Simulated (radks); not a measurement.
Results of a calculation; reference values are marked as such.
Numerical settings for the caesium ion Cs2+, [Kr] 4d10 5s2 5p5. Level of theory: scalar-relativistic Kohn-Sham, PBEsol, spin-polarised, spherical densities, point nucleus; open shells are filled with parallel spins first (spin-orbit coupling, left out, can overturn this in heavy ions) (a radial shooting solver on a logarithmic mesh with Libxc functionals). The defaults (mesh step 0.008 in ln r, mesh end at 40 bohr or more with all orbitals vanishing there, Anderson mixing 0.5 over 9 steps, residual threshold near 1e-9 with the energy settled to 1e-9 hartree or 1e-11 of itself, here a cap of 67 iterations) give E = -7782.8029 hartree and 5p at -28.390 eV in 14 iterations. Run on one thread of a shared host, so times are rough (Intel(R) Xeon(R) 6975P-C): 0.19 s of CPU time, 0.2 s wall, 14 iterations on 2541 mesh points. Changes against that run (0 stands for a change within the tolerance of the run):

| setting | iterations | converged | E (mhartree) | e(5p) (meV) | CPU (s) |
|---|---|---|---|---|---|
| mesh step in ln r 0.08 | 2 | no | diverged | - | 0.04 |
| mesh step in ln r 0.12 | 2 | no | diverged | - | 0.03 |
| mesh step in ln r 0.005 | 14 | yes | 0 | 0 | 0.28 |
| mesh end (bohr) 3 | 13 | yes | +1.24e+03 | +1.14e+04 | 0.16 |
| mesh end (bohr) 5 | 14 | yes | +13.8 | +316 | 0.17 |
| residual threshold 0.1 | 10 | yes | 0 | +0.0116 | 0.15 |
| residual threshold 1e-16 | 67 | no | 0 | 0 | 0.41 |
| mixing 0.01 | 18 | yes | 0 | 0 | 0.23 |
| linear mixing, mixing 0.2 | 67 | no | 0 | 0 | 0.72 |
| linear mixing, mixing 0.05 | 67 | no | +0.441 | -264 | 0.85 |
| mixing history 3 | 14 | yes | 0 | 0 | 0.17 |
| iteration cap 2 | 2 | no | +603 | -1.23e+04 | 0.04 |

Settings that end as converged yet miss the energy by more than 1 mhartree: mesh end (bohr) 3 (+1.24 hartree); mesh end (bohr) 5 (+0.0138 hartree). A mesh that ends early acts as a hard wall.
